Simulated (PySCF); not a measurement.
## Electron correlation in Se+ (selenium, charge +1)

[Ar] 3d10 4s2 4p3, high-spin 4S determinant. All numbers are calculated (PySCF 2.14, the spin-free X2C one-electron Hamiltonian (Gaussian nucleus), in Sapporo-DKH3-DZP-2012 (6s5p3d1f, 43 functions)). Frozen: [Ar] 3d10; 5 electrons correlated.

MP2 pair energies summed by pair of shells (mhartree):

```tsv
pair	energy	share (%)
4s-4p	-38.32	65.5
4p-4p	-14.03	24.0
4s-4s	-6.18	10.6
```

Total MP2 correlation energy: -58.53 mhartree.

Same-spin part -15.92 and opposite-spin part -42.61 mhartree; SCS-MP2 scales them by 1/3 and 6/5 to -56.44 mhartree.

```json
{"level": "CCSD", "correlation energy (mhartree)": "-73.17"}
{"level": "(T)", "correlation energy (mhartree)": "-0.83"}
{"level": "CCSD(T)", "correlation energy (mhartree)": "-74.00"}
```

Diagnostics: T1 = 0.0013, D1 = 0.0029, largest double amplitude 0.058.

Cost of the coupled-cluster step: 0.36 s of wall time on 1 thread of Neoverse-V1 (shared host), for 5 correlated electrons.

Iterations:

```
CC2 = 0
CCSD nocc = (np.int64(4), np.int64(1)), nmo = (29, 29)
frozen orbitals [[0, 1, 2, 3, 4, 5, 6, 7, 8, 9, 10, 11, 12, 13], [0, 1, 2, 3, 4, 5, 6, 7, 8, 9, 10, 11, 12, 13]]
max_cycle = 100
direct = 0
conv_tol = 1e-08
conv_tol_normt = 1e-06
diis_space = 8
diis_start_cycle = 0
Init t2, MP2 energy = -0.0585285458302142
Init E_corr(UCCSD) = -0.0585285458473511
cycle = 1  E_corr(UCCSD) = -0.0699371356771301  dE = -0.0114085898  norm(t1,t2) = 0.0370168
cycle = 2  E_corr(UCCSD) = -0.0723401310891626  dE = -0.00240299541  norm(t1,t2) = 0.00987366
cycle = 3  E_corr(UCCSD) = -0.0731863469194172  dE = -0.00084621583  norm(t1,t2) = 0.00324021
cycle = 4  E_corr(UCCSD) = -0.0731724651492434  dE = 1.38817702e-05  norm(t1,t2) = 0.000339727
cycle = 5  E_corr(UCCSD) = -0.0731728058320631  dE = -3.4068282e-07  norm(t1,t2) = 2.74814e-05
cycle = 6  E_corr(UCCSD) = -0.0731725474586018  dE = 2.58373461e-07  norm(t1,t2) = 5.75963e-06
cycle = 7  E_corr(UCCSD) = -0.0731727103035374  dE = -1.62844936e-07  norm(t1,t2) = 6.92262e-07
cycle = 8  E_corr(UCCSD) = -0.073172663917118  dE = 4.63864193e-08  norm(t1,t2) = 1.43285e-07
cycle = 9  E_corr(UCCSD) = -0.0731726692588105  dE = -5.34169246e-09  norm(t1,t2) = 3.01322e-08
UCCSD converged
E(UCCSD) = -2427.771634872804  E_corr = -0.0731726692588105
UCCSD(T) correction = -0.000829730620845154
```
